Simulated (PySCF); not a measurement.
Ge(Cl)(Br)3, SMILES [Cl][Ge]([Br])([Br])[Br], PBE0/def2-SVP optimised geometry.

```
5

Cl    -1.49     1.01     0.00
Ge    -0.79    -1.01     0.00
Br    -1.57    -2.06    -1.87
Br     1.49    -1.01     0.00
Br    -1.57    -2.06     1.87
```

Density from PBE0/def2-TZVP (PySCF) at that geometry.

Minimum of the electron density along straight lines between bonded atoms, close to the bond critical point (lines longer than 1.1 times the sum of covalent radii, or with two minima, are not listed):

| bond | length / Å | ρ at the minimum / e bohr⁻³ | ∇²ρ there / e bohr⁻⁵ | position (fraction from the first atom) |
|---|---|---|---|---|
| Cl1–Ge2 | 2.137 | (withheld) | (withheld) | 0.57 |
| Ge2–Br3 | 2.281 | 0.099 | 0.05 | 0.43 |
| Ge2–Br4 | 2.281 | 0.099 | 0.05 | 0.43 |
| Ge2–Br5 | 2.281 | 0.099 | 0.05 | 0.43 |

Question: Fill in the missing entries.

Answer: 
- Cl1–Ge2, ρ at the minimum / e bohr⁻³: 0.110
- Cl1–Ge2, ∇²ρ there / e bohr⁻⁵: 0.16
